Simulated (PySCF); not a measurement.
Ligands exchanged one at a time, B OH-H. Isolated molecules, 0 K electronic values unless said otherwise. One relaxed conformer stands for each flexible species; it need not be the lowest. Strings in code marks are SMILES.

The HOMO from two functionals at the same geometries (B3LYP-D3(BJ)/def2-TZVP), both in PySCF: PBE-D3(BJ)/def2-TZVP and M06-2X/def2-TZVP. 

| species | PBE-D3(BJ)/def2-TZVP (eV) | M06-2X/def2-TZVP (eV) |
|---|---|---|
| 0 of 3 OH replaced by H (`OB(O)O`) | -7.54 | -11.12 |
| 1 of 3 OH replaced by H (`OBO` (H–O–B–O torsion 180°, O–B–O–H torsion 180°)) | -7.51 | -10.71 |
| 2 of 3 OH replaced by H | -7.36 | -10.28 |
| 3 of 3 OH replaced by H | -8.48 | -11.25 |

Over these rows, drawn at random from the members with no instability flagged (it was tested for open shells, ions and some series alone), PBE minus M06-2X: mean +3.12 eV, from +2.77 eV to +3.58 eV.
